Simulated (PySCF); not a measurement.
CH₉ClSSi₃.
Atom-mapped SMILES: `[CH3:1][S:2][Si@@H:3]([SiH3:4])[SiH2:5][Cl:6]` (hydrogens: H7, H8, H9 on C1; H10 on Si3; H11, H12, H13 on Si4; H14, H15 on Si5)

Geometry (PBE0-D3(BJ)/def2-SVP, Å), atoms numbered from 1 in this order:
```xyz
15
CH9ClSSi3 angstrom
C      2.7596    0.1353    0.4157
S      1.6078   -1.0551   -0.3437
Si    -0.2708   -0.3423    0.4211
Si    -0.8148    1.7650   -0.4595
Si    -1.8996   -1.8485   -0.3170
Cl    -3.7036   -0.8482   -0.0239
H      2.7447    0.0583    1.5119
H      3.7632   -0.1271    0.0545
H      2.5321    1.1662    0.1102
H     -0.2662   -0.3000    1.9203
H     -1.9856    2.3570    0.2549
H      0.3508    2.6942   -0.3269
H     -1.1381    1.6067   -1.9097
H     -1.7522   -2.1335   -1.7734
H     -1.9419   -3.1313    0.4414
```

Linear response at wB97X-D/def2-SVPD (PySCF, frozen core in the response, non-relativistic).

Static isotropic polarisability: 135.03 au (20.01 Å³), principal values 108.5, 137.2, 159.4 au.

(1) What is the polarisability at 1064 nm and at the sodium D line?

(2) What is the isotropic C6 coefficient between two such molecules, C6 = (3/π)∫α(iω)² dω?

(3) Which effective excitation energy ω̄ makes London's formula C6 = (3/4)α²ω̄ exact here?

(4) What three-body coefficient follows from the one-pole estimate C9 = (3/4)·α·C6?

(5) What molar refraction at the D line follows from R = (4π/3)·N_A·α′, with α′ the polarisability volume?

(6) What does −C6/R⁶ come to at R = 12 Å between centres?

(7) How many electrons N does the Slater–Kirkwood formula C6 = (3/4)·√N·α^(3/2) need to give this C6?

(8) How anisotropic is the static polarisability, by Δα² = ½[(α1 − α2)² + (α2 − α3)² + (α3 − α1)²]?

Results:

(1) 136.59 au at 1064 nm (+1.2 %), 140.32 au at 589.3 nm (+3.9 %). The rise at 589.3 nm is 3.38 times that at 1064 nm; a pure ω² law gives 3.26. The lowest singlet lies at 239 nm, shorter than both wavelengths.

(2) 6048 au (Eh·bohr⁶) by a ten-point quadrature over imaginary frequencies, which is 3610 eV·Å⁶ or 349 J·nm⁶/mol.

(3) ω̄ = 4·C6/(3α²) = 0.442 Eh = 12.0 eV. A one-pole form α(ω) = α/(1 − ω²/ω̄²) fitted to the 1064 nm value gives 10.9 eV. London's choice of the ionisation energy (8.87 eV, ΔSCF at the same level) gives C6 = 4450 au, 26 % too low.

(4) 613000 au. This is an estimate from the two numbers above, not a computed integral.

(5) α′ = 20.79 Å³ gives R = 52.45 cm³/mol, for isolated, non-vibrating species.

(6) -120 J/mol. This is the leading, orientation-averaged term; C8 and higher terms are left out.

(7) N = (4·C6/3)²/α³ = 26.4; the species has 90 electrons in all.

(8) Δα = 44.3 au, or 0.33 of the isotropic value.

One conformer stands for the species.

wB97X-D is run here without its empirical dispersion term; that term would change no orbital, density or response property at a fixed geometry.
